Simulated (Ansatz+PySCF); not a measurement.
**singlet BeH2: levels of theory in one basis**

```xyz
3

H     0.0000    0.0000   -2.5443
Be    0.0000    0.0000    0.0000
H     0.0000    0.0000    2.5443
```

Basis set: 6-31G (spherical functions). All electrons are correlated. Charge 0, multiplicity 1.

Computed with Ansatz (development build ahead of 0.2.0); each method stands on the lowest determinant of its kind that the runs found.

```json
{"method": "RHF", "E − E(RHF) (eV)": "0.00", "<S²> of the determinant": "0.00"}
{"method": "UHF", "E − E(RHF) (eV)": "-1.92", "<S²> of the determinant": "1.19"}
{"method": "UHF-MP2", "E − E(RHF) (eV)": "-2.34", "<S²> of the determinant": "1.19"}
{"method": "RHF-CCSD", "E − E(RHF) (eV)": "-3.04", "<S²> of the determinant": "–"}
{"method": "RHF-CCSD(T)", "E − E(RHF) (eV)": "-3.19", "<S²> of the determinant": "–"}
{"method": "UHF-CCSD(T)", "E − E(RHF) (eV)": "-3.06", "<S²> of the determinant": "1.19"}
{"method": "full CI (lowest root of this spin)", "E − E(RHF) (eV)": "-3.23", "<S²> of the determinant": "–"}
```

What does RHF-MP2 give on the same scale?

-1.54 eV.

At such a shape the full CI root can have another spatial symmetry than the determinants, so the rows needn't describe one state.

Is a single determinant a sound starting point here?

It is doubtful. Unrestricted orbitals lower Hartree–Fock by 1.92 eV and <S²> is 1.19 where a pure state has 0.00, a sign of strong static correlation.

Caution for RHF, RHF-MP2, RHF-CCSD, RHF-CCSD(T): an unrestricted determinant lies well below. Caution for UHF, UHF-MP2, UHF-CCSD(T): the unrestricted determinant is a mixture of spin states; the determinant may break the point group. Caution for RHF-MP2, RHF-CCSD, RHF-CCSD(T): large amplitudes, a single reference is doubtful. Caution for UHF-MP2, UHF-CCSD(T): bonds are stretched, where a single reference can fail. Caution for UHF-CCSD(T): the program doubts this total; another reference gives a lower total.
